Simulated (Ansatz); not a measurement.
# Nudged elastic band run: CH5ISiTe

input.yaml

```yaml
crystal:
  periodic: [false, false, false]
  atoms:
    - { symbol: Te, position_ang: [-0.788298, 2.228914, 0.031524] }
    - { symbol: C, position_ang: [0.522174, 0.559057, 0.494547] }
    - { symbol: Si, position_ang: [-0.300626, -1.021678, -0.072378] }
    - { symbol: I, position_ang: [1.192892, -2.935083, 0.368744] }
    - { symbol: H, position_ang: [-0.565082, 2.056023, -1.609647] }
    - { symbol: H, position_ang: [1.50731, 0.734874, 0.041251] }
    - { symbol: H, position_ang: [0.639937, 0.571145, 1.58876] }
    - { symbol: H, position_ang: [-1.564082, -1.251401, 0.679573] }
    - { symbol: H, position_ang: [-0.555625, -0.988251, -1.539473] }
basis:
  gaussian: { orbitals: def2-SVP }
hamiltonian:
  xc: pbe0
  dispersion: d4
neb:
  order_check: false
  images: 7
  f_tol: 0.03
  max_iterations: 46
  final_atoms:
    - { symbol: Te, position_ang: [-0.27995484, 2.22623464, -0.75295289] }
    - { symbol: C, position_ang: [0.67341462, 0.55847396, 0.26141392] }
    - { symbol: Si, position_ang: [-0.18311984, -1.02235559, -0.25290028] }
    - { symbol: I, position_ang: [0.82103175, -2.93425072, 0.93893694] }
    - { symbol: H, position_ang: [-1.68762665, 2.05847929, 0.12084688] }
    - { symbol: H, position_ang: [1.72129245, 0.56813945, -0.07491162] }
    - { symbol: H, position_ang: [0.66002448, 0.73900616, 1.34490154] }
    - { symbol: H, position_ang: [-1.62701207, -0.98440941, 0.10980851] }
    - { symbol: H, position_ang: [-0.0094499, -1.25571776, -1.71224201] }
  initial_path:
    images:
      - { positions_ang: [[-0.788298, 2.228914, 0.031524], [0.522174, 0.559057, 0.494547], [-0.300626, -1.021678, -0.072378], [1.192892, -2.935083, 0.368744], [-0.565082, 2.056023, -1.609647], [1.50731, 0.734874, 0.041251], [0.639937, 0.571145, 1.58876], [-1.564082, -1.251401, 0.679573], [-0.555625, -0.988251, -1.539473]] }
      - { positions_ang: [[-0.67573279, 2.25263546, -0.00871768], [0.54883144, 0.56821583, 0.49447246], [-0.29079248, -0.9907319, -0.10947159], [1.14717264, -2.93488115, 0.41538232], [-0.79496793, 1.89800086, -1.48416513], [1.55153512, 0.71007432, 0.06510916], [0.64149922, 0.56528907, 1.59451835], [-1.56860942, -1.16823947, 0.57759712], [-0.47033581, -0.94676303, -1.56182403]] }
      - { positions_ang: [[-0.56316757, 2.27635692, -0.04895936], [0.57548889, 0.57737466, 0.49439792], [-0.28095896, -0.9597858, -0.14656517], [1.10145328, -2.9346793, 0.46202065], [-1.02485386, 1.73997872, -1.35868326], [1.59576024, 0.68527465, 0.08896733], [0.64306145, 0.55943314, 1.6002767], [-1.57313684, -1.08507793, 0.47562125], [-0.38504662, -0.90527506, -1.58417505]] }
      - { positions_ang: [[-0.45060236, 2.30007838, -0.08920103], [0.60214633, 0.58653349, 0.49432339], [-0.27112544, -0.92883969, -0.18365876], [1.05573392, -2.93447745, 0.50865897], [-1.25473978, 1.58195659, -1.2332014], [1.63998536, 0.66047497, 0.11282549], [0.64462367, 0.5535772, 1.60603505], [-1.57766427, -1.0019164, 0.37364537], [-0.29975743, -0.86378709, -1.60652608]] }
      - { positions_ang: [[-0.33803714, 2.32379983, -0.12944271], [0.62880377, 0.59569232, 0.49424885], [-0.26129192, -0.89789359, -0.22075235], [1.01001456, -2.9342756, 0.5552973], [-1.48462571, 1.42393445, -1.10771953], [1.68421048, 0.63567529, 0.13668366], [0.6461859, 0.54772127, 1.6117934], [-1.58219169, -0.91875486, 0.27166949], [-0.21446824, -0.82229911, -1.6288771]] }
      - { positions_ang: [[-0.32351656, 2.29940853, -0.28532026], [0.63995648, 0.58638773, 0.43604012], [-0.2417489, -0.92900909, -0.22878933], [0.96276885, -2.93426938, 0.65120721], [-1.53537595, 1.58257066, -0.80057792], [1.69348097, 0.61879133, 0.08378484], [0.64964554, 0.59554249, 1.54507043], [-1.59339678, -0.9351685, 0.23120425], [-0.16321366, -0.93065378, -1.64971833]] }
      - { positions_ang: [[-0.30899599, 2.27501724, -0.4411978], [0.65110919, 0.57708314, 0.37783138], [-0.22220588, -0.96012459, -0.23682632], [0.91552315, -2.93426316, 0.74711712], [-1.58612618, 1.74120687, -0.49343632], [1.70275146, 0.60190737, 0.03088602], [0.65310519, 0.64336372, 1.47834747], [-1.60460188, -0.95158214, 0.190739], [-0.11195907, -1.03900844, -1.67055956]] }
      - { positions_ang: [[-0.29447541, 2.25062594, -0.59707534], [0.66226191, 0.56777855, 0.31962265], [-0.20266286, -0.99124009, -0.2448633], [0.86827745, -2.93425694, 0.84302703], [-1.63687642, 1.89984308, -0.18629472], [1.71202195, 0.58502341, -0.0220128], [0.65656483, 0.69118494, 1.41162451], [-1.61580697, -0.96799578, 0.15027376], [-0.06070448, -1.1473631, -1.69140078]] }
      - { positions_ang: [[-0.27995484, 2.22623464, -0.75295289], [0.67341462, 0.55847396, 0.26141392], [-0.18311984, -1.02235559, -0.25290028], [0.82103175, -2.93425072, 0.93893694], [-1.68762665, 2.05847929, 0.12084688], [1.72129245, 0.56813945, -0.07491162], [0.66002448, 0.73900616, 1.34490154], [-1.62701207, -0.98440941, 0.10980851], [-0.0094499, -1.25571776, -1.71224201]] }
```

Command:

```bash
$ ansatz run input.yaml --threads 2 --pin off --max-ram 3072MiB --backend cpu --events-out ev --progress --plain --runs-dir out
```

Output, in part (warnings, iteration lines, the closing report on the highest movable image, with atoms numbered from 0):

```
NEB end point (image 0): max|allowed force component| = 4.760e-3 eV/Å (the criterion of neb.relax_end_points is 1.000e-2)
NEB end point (image 8): max|allowed force component| = 1.049e-2 eV/Å (the criterion of neb.relax_end_points is 1.000e-2)
NEB iter   1: max|band force component| = 8.300e0 eV/Å  barrier→ = 1.1429 eV  barrier← = 1.1429 eV  Δτ_max = 0.1994 Å  (231 SCF iters)
NEB iter   2: max|band force component| = 1.050e0 eV/Å  barrier→ = 0.1374 eV  barrier← = 0.1374 eV  Δτ_max = 0.1355 Å  (210 SCF iters)
NEB iter   3: max|band force component| = 5.189e-1 eV/Å  barrier→ = 0.0662 eV  barrier← = 0.0662 eV  Δτ_max = 0.0838 Å  (210 SCF iters)
NEB iter   4: max|band force component| = 1.432e-1 eV/Å  barrier→ = 0.0468 eV  barrier← = 0.0468 eV  CI = image 4  Δτ_max = 0.0073 Å  (219 SCF iters)
NEB iter   5: max|band force component| = 5.847e-2 eV/Å  barrier→ = 0.0461 eV  barrier← = 0.0461 eV  CI = image 4  Δτ_max = 0.0134 Å  (170 SCF iters)
NEB iter   6: max|band force component| = 3.376e-2 eV/Å  barrier→ = 0.0460 eV  barrier← = 0.0460 eV  CI = image 4  Δτ_max = 0.0190 Å  (166 SCF iters)
NEB iter   7: max|band force component| = 4.550e-2 eV/Å  barrier→ = 0.0460 eV  barrier← = 0.0459 eV  CI = image 4  Δτ_max = 0.0095 Å  (175 SCF iters)
NEB iter   8: max|band force component| = 1.801e-2 eV/Å  barrier→ = 0.0459 eV  barrier← = 0.0459 eV  CI = image 4  Δτ_max = 0.0000 Å  (363 SCF iters)
Total energy: -24383.88903820 eV, -896.0913941603 hartree
Atom 0 at    -0.362537     2.399821    -0.156424 Å, force     0.003341    -0.000541     0.001645 eV/Å
Atom 1 at     0.644350     0.586623     0.488658 Å, force    -0.005246     0.007842    -0.002853 eV/Å
Atom 2 at    -0.202650    -0.930695    -0.200755 Å, force    -0.000445    -0.004646    -0.000257 eV/Å
Atom 3 at     0.980227    -2.941693     0.573903 Å, force    -0.000300     0.000870    -0.000805 eV/Å
Atom 4 at    -1.514042     1.578339    -1.042432 Å, force    -0.000770    -0.001183    -0.001095 eV/Å
Atom 5 at     1.685685     0.636984     0.140065 Å, force     0.001616    -0.000563     0.002541 eV/Å
Atom 6 at     0.631504     0.567681     1.587704 Å, force     0.002671    -0.000883     0.000923 eV/Å
Atom 7 at    -1.608894    -1.016810     0.281665 Å, force    -0.001011    -0.000682     0.001246 eV/Å
Atom 8 at    -0.165043    -0.926649    -1.689482 Å, force     0.000145    -0.000216    -0.001345 eV/Å
Dipole moment:    -0.027281     0.229070    -0.010114 e Å
```

The run converged. A vibrational analysis at the climbing image gives one clearly imaginary mode, 133i cm⁻¹: a first-order saddle point.

Final band (atoms are numbered from 1 in the order of the input):

| image | path coordinate (Å) | energy (eV) | dihedral H5–Te1–C2–Si3 (°) |
| --- | --- | --- | --- |
| 0 | 0.00 | 0.000 | -69 |
| 1 | 0.39 | 0.006 | -54 |
| 2 | 0.79 | 0.021 | -37 |
| 3 | 1.18 | 0.038 | -20 |
| 4 | 1.57 | 0.046 | 0 |
| 5 | 1.96 | 0.038 | 19 |
| 6 | 2.35 | 0.021 | 37 |
| 7 | 2.75 | 0.006 | 54 |
| 8 | 3.14 | 0.000 | 69 |

The run took 4.9 min on 2 threads of Arm Neoverse V1, with other jobs on the host, peak memory 0.3 GiB.
